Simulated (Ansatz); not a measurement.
Reaction (hydrogenolysis of the Sn–Si bond): `[SiH3][SnH]([Cl])[I]` + H₂ → `[Cl][SnH2][I]` + SiH₄

Program: Ansatz. Geometries: PBE0-D4/def2-TZVP. ΔE: electronic, gas phase. CBS: MP2 limit from def2 TZ/QZ plus the TZ coupled-cluster correction, frozen cores. This one scheme is used for every species. DFT in def2-TZVPP. def2 core potentials past Kr. For I, Sn outer-core shells are correlated without core-valence functions, which leaves a few kJ/mol of doubt a bond.

| species | PBE0-D4 energy (Eh) |
| --- | --- |
| `[SiH3][SnH]([Cl])[I]` | -1263.97275 |
| H₂ | -1.16855 |
| `[Cl][SnH2][I]` | -973.37480 |
| SiH₄ | -291.75788 |

Q: Work out ΔE.

A: ΔE = (-973.37480) + (-291.75788) − (-1263.97275) − (-1.16855) = 0.00862 Eh = +22.6 kJ/mol. CCSD(T)/CBS gives +21.0 kJ/mol.

Largest T1 diagnostic among the species: 0.011.

From BLYP to BHLYP (50 % exact exchange), in def2-TZVPP and without D4, ΔE moves by −9.9 kJ/mol. At CCSD(T), def2-SVP lies −18.9 kJ/mol from the extrapolated value and def2-TZVPP −8.4 kJ/mol. The D4 term adds +11.6 kJ/mol with B3LYP and +6.7 kJ/mol with PBE0; it sums over pairs of atoms, weighted by their polarisabilities, and B3LYP, whose exchange is more repulsive, gets the larger term.

B3LYP here is the variant with VWN-RPA as its local correlation; programs differ in this.
